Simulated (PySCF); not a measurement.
Mo(O)3 anion (MoO3), SMILES [O]=[Mo](=[O])=[O] (connectivity only; charge and spin as stated), charge -1, multiplicity 2.

Geometry optimised at PBE0-D3(BJ)/def2-SVPD. A frequency run showed that this geometry is not a minimum. The spin state was assumed, not searched. The isomer is the one that the SMILES or the coordinates give; other isomers of the formula were not compared. The def2 effective core potentials stand for the cores of Mo; spin–orbit coupling is left out.

The numbers are results of PBE/def2-TZVPD (PySCF), not measurements.

Gas-phase values at a fixed geometry.

Computed frontier levels, dipole moment and polarisability:
- α spin, highest occupied and lowest empty level: -0.27 and 2.43 eV
- β spin, highest occupied and lowest empty level: -1.67 and 1.11 eV
- dipole moment about the centre of nuclear charge: 0.000 e·Å
- mean static polarisability: 65.8 bohr³ (9.75 Å³)
- polarisability, principal values: 61.3, 68.1, 68.1 bohr³
- ⟨S²⟩: 0.757 (pure state 0.75)
